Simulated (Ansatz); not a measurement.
Ansatz (a program for electronic structure) input:

Ansatz 0.2 input:
```yaml
crystal:
  periodic: [false, false, false]
  atoms:
    - {symbol: C, position_ang: [1.65561035, -0.95225228, 0.27757214]}
    - {symbol: Al, position_ang: [0.00331140, 0.03353891, -0.01764263]}
    - {symbol: C, position_ang: [-1.79909826, -0.50103967, 0.48690969]}
    - {symbol: F, position_ang: [0.14820565, 1.50107477, -0.78961725]}
    - {symbol: H, position_ang: [1.49510526, -1.88824640, 0.81645232]}
    - {symbol: H, position_ang: [2.14055787, -1.19192106, -0.67333983]}
    - {symbol: H, position_ang: [2.37176788, -0.35337905, 0.84743066]}
    - {symbol: H, position_ang: [-2.23670403, 0.21812167, 1.18559199]}
    - {symbol: H, position_ang: [-1.82820795, -1.48552549, 0.95826839]}
    - {symbol: H, position_ang: [-2.45849060, -0.52497677, -0.38538512]}
basis:
  gaussian:
    orbitals: def2-TZVPD
hamiltonian:
  xc: {name: r2SCAN}
magnetization: {spin_polarized: true, initial_magnetization: 2}
```

### Question
What final total energy does it print?

### Answer
-421.95697 Eh (r2SCAN/def2-TZVPD). The basis has 211 functions.

This state (charge 0, triplet) is run at the relaxed geometry of the species with charge 0 and multiplicity 1, and is a spin state other than that species' own.
